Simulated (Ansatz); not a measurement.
Diatomic Ta$_{2}$, closed-shell singlet (lowest of 2S+1 = 1, 3, 5, 7, 9, 11 at CCSD(T)/def2-TZVPP on PBE0 minima; our sources give no spin for the ground state, which may be another). No spin–orbit coupling.

Seven points along R, fitted to fifth degree in 1/R; most abundant isotopes. Runs in def2 and cc sets follow the lowest solution found near the PBE0 minimum. The singlet is held restricted.

The values were computed with Ansatz (a first-principles code). Each number belongs to the level named beside it. In def2 rows elements past Kr take small-core potentials, without spin–orbit coupling.

Energies at PBE/def2-TZVPP:

| R (Å) | E (hartree) |
|---|---|
| 1.970352 | -113.83512566 |
| 2.023319 | -113.84994236 |
| 2.072048 | -113.85806350 |
| 2.127133 | -113.86213498 |
| 2.182218 | -113.86186197 |
| 2.245778 | -113.85732293 |
| 2.319931 | -113.84770220 |

Q: With a reduced mass of 90.4740 u, find the minimum, the force constant and the constants.

A: A fifth-degree polynomial in 1/R puts the minimum at r_e = 2.1503 Å with force constant 564 N/m. Then ω_e = (1/2πc)√(k/μ) = 325 cm⁻¹ and B_e = h/(8π²cμr_e²) = 0.04030 cm⁻¹; the cubic and quartic terms give α_e = 6.1e-5 and ω_e x_e = 0.31 cm⁻¹.
